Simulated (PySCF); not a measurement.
Species: 2-propylpyridine, C₈H₁₁N.
Structure used (PBE0-D3(BJ)/def2-SVP), in Å, numbered top down from 1:
```xyz
20
C8H11N angstrom
C     -2.062    0.705   -0.132
C     -1.773   -0.681   -0.685
C     -0.715   -1.453    0.110
C      0.638   -0.798    0.082
C      1.472   -0.917   -1.040
C      2.700   -0.265   -1.045
C      3.062    0.489    0.070
C      2.168    0.548    1.136
N      0.992   -0.074    1.147
H     -1.156    1.329   -0.112
H     -2.437    0.649    0.902
H     -2.818    1.227   -0.738
H     -2.700   -1.278   -0.702
H     -1.446   -0.602   -1.737
H     -1.024   -1.529    1.164
H     -0.635   -2.478   -0.290
H      1.155   -1.520   -1.894
H      3.368   -0.345   -1.906
H      4.016    1.018    0.115
H      2.417    1.129    2.032
```

Linear response at PBE0/def2-SVPD (PySCF, frozen core in the response, non-relativistic). The structure is a single PBE0-D3(BJ)/def2-SVP conformer in the gas phase; no vibrational or solvent corrections.

Static isotropic polarisability: 99.50 au (14.74 Å³), principal values 74.1, 100.4, 124.0 au.

Q: What is the polarisability at 1064 nm and at the sodium D line?

A: 100.51 au at 1064 nm (+1.0 %), 102.96 au at 589.3 nm (+3.5 %). The rise at 589.3 nm is 3.42 times that at 1064 nm; a pure ω² law gives 3.26. The lowest singlet lies at 256 nm, shorter than both wavelengths.

Q: What is the isotropic C6 coefficient between two such molecules, C6 = (3/π)∫α(iω)² dω?

A: 3962 au (Eh·bohr⁶) by a ten-point quadrature over imaginary frequencies, which is 2370 eV·Å⁶ or 228 J·nm⁶/mol.

Q: Which effective excitation energy ω̄ makes London's formula C6 = (3/4)α²ω̄ exact here?

A: ω̄ = 4·C6/(3α²) = 0.534 Eh = 14.5 eV. A one-pole form α(ω) = α/(1 − ω²/ω̄²) fitted to the 1064 nm value gives 11.6 eV.

Q: How anisotropic is the static polarisability, by Δα² = ½[(α1 − α2)² + (α2 − α3)² + (α3 − α1)²]?

A: Δα = 43.2 au, or 0.43 of the isotropic value.

Q: What three-body coefficient follows from the one-pole estimate C9 = (3/4)·α·C6?

A: 296000 au. This is an estimate from the two numbers above, not a computed integral.

Q: What n − 1 at the D line would an ideal gas of it have at 273.15 K and 1 atm (2.6868 × 10¹⁹ cm⁻³), by n − 1 = 2π·N·α′?

A: 25.76 × 10⁻⁴, a formal value whether or not that pressure can be reached.
